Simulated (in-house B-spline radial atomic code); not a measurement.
Orbital energies and mean radii along the 19-electron series, configuration [Ar] 3d1. The effective charge is n√(-2ε), a non-relativistic measure. Computed with a radial B-spline atomic code at the basis-set limit: non-relativistic Hartree-Fock, average of the configuration, point nuclei.

This level leaves out relativity, spin-orbit splitting included, which matters for heavy ions.

```csv
ion,Z,energy of 2s (Eh),mean radius of 2s (bohr),energy of 1s (Eh),mean radius of 1s (bohr),energy of 3p (Eh),mean radius of 3p (bohr),effective charge of 2s
Pd27+,46,-172.63,0.14209,-919.06,0.033102,-57.735,0.34387,37.162
Ag28+,47,-182.02,0.13882,-962.18,0.032389,-61.416,0.33459,38.159
Cd29+,48,?,?,?,?,?,?,?
In30+,49,?,?,?,?,?,?,?
Sn31+,50,?,?,?,?,?,?,?
Sb32+,51,-222.08,0.1271,-1144.66,0.029817,-77.252,0.30202,42.151
Te33+,52,-232.73,0.12447,-1192.79,0.029237,-81.489,0.29485,43.149
I34+,53,-243.62,0.12195,-1241.91,0.028678,-85.837,0.28802,44.147
Xe35+,54,-254.76,0.11953,-1292.03,0.028141,-90.297,0.2815,45.145
Cs36+,55,-266.16,0.1172,-1343.15,0.027623,-94.868,0.27526,46.144
Ba37+,56,-277.8,0.11496,-1395.28,0.027125,-99.55,0.2693,47.143
La38+,57,-289.7,0.1128,-1448.4,0.026643,-104.34,0.26359,48.141
```

Question: Fill in the row of Cd29+.

Answer: energy of 2s (Eh): -191.66; mean radius of 2s (bohr): 0.13569; energy of 1s (Eh): -1006.3; mean radius of 1s (bohr): 0.031705; energy of 3p (Eh): -65.208; mean radius of 3p (bohr): 0.3258; effective charge of 2s: 39.157.

Question: Fill in the row of In30+.

Answer: energy of 2s (Eh): -201.55; mean radius of 2s (bohr): 0.1327; energy of 1s (Eh): -1051.42; mean radius of 1s (bohr): 0.03105; energy of 3p (Eh): -69.111; mean radius of 3p (bohr): 0.31747; effective charge of 2s: 40.155.

Question: Fill in the row of Sn31+.

Answer: energy of 2s (Eh): -211.69; mean radius of 2s (bohr): 0.12984; energy of 1s (Eh): -1097.54; mean radius of 1s (bohr): 0.030421; energy of 3p (Eh): -73.126; mean radius of 3p (bohr): 0.30955; effective charge of 2s: 41.153.

Question: How does the screening of 2s change?

Answer: Z less the effective charge goes from 8.84 at Z = 46 to 8.86 at Z = 57.
